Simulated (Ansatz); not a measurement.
C2H7NO2W (`C[N]=[W]([CH3])(=[O])[OH]`). The species carries charge 0 and has multiplicity 1. W: def2 effective core potential. The geometry is a stationary point of PBE0-D4/def2-TZVP. It is one conformer, not always the lowest.

```xyz
13

C     1.004    2.082   -0.318
N     0.246    0.883   -0.366
W    -0.866   -0.305    0.272
C     0.347   -2.026    0.526
O    -1.378    0.143    1.840
O    -2.291   -0.674   -0.923
H     0.861    2.618    0.627
H     2.069    1.854   -0.426
H     0.725    2.747   -1.142
H    -0.256   -2.839    0.944
H     1.176   -1.827    1.208
H     0.760   -2.341   -0.436
H    -2.396   -0.315   -1.806
```

Task: What is the dipole moment at ωB97M-V/def2-TZVPP? (An estimate is asked.)

Result: Ansatz gave: 3.25 D, with components (1.22, 0.27, -3.00) D in this frame, pointing from negative to positive charge.

Task: And with PBE, r2SCAN, B3LYP? (Estimate.)

Result: Ansatz gave: PBE 3.14 D, r2SCAN 3.21 D, B3LYP 3.26 D.

Task: Give the Mulliken charges with ωB97M-V, B3LYP, PBE in def2-TZVPP. (An estimate is asked.)

Result: The calculation gave: 
```json
{"atom": "C1", "ωB97M-V": "-0.19", "B3LYP": "-0.13", "PBE": "-0.14"}
{"atom": "N2", "ωB97M-V": "-0.36", "B3LYP": "-0.37", "PBE": "-0.30"}
{"atom": "W3", "ωB97M-V": "1.00", "B3LYP": "1.00", "PBE": "0.79"}
{"atom": "C4", "ωB97M-V": "-0.57", "B3LYP": "-0.48", "PBE": "-0.45"}
{"atom": "O5", "ωB97M-V": "-0.42", "B3LYP": "-0.43", "PBE": "-0.37"}
{"atom": "O6", "ωB97M-V": "-0.42", "B3LYP": "-0.43", "PBE": "-0.38"}
{"atom": "H7", "ωB97M-V": "0.12", "B3LYP": "0.11", "PBE": "0.11"}
{"atom": "H8", "ωB97M-V": "0.12", "B3LYP": "0.10", "PBE": "0.10"}
{"atom": "H9", "ωB97M-V": "0.12", "B3LYP": "0.10", "PBE": "0.10"}
{"atom": "H10", "ωB97M-V": "0.13", "B3LYP": "0.11", "PBE": "0.11"}
{"atom": "H11", "ωB97M-V": "0.14", "B3LYP": "0.11", "PBE": "0.11"}
{"atom": "H12", "ωB97M-V": "0.13", "B3LYP": "0.11", "PBE": "0.11"}
{"atom": "H13", "ωB97M-V": "0.20", "B3LYP": "0.21", "PBE": "0.21"}
```

B3LYP here is the variant with VWN-RPA as its local correlation; programs differ in this.
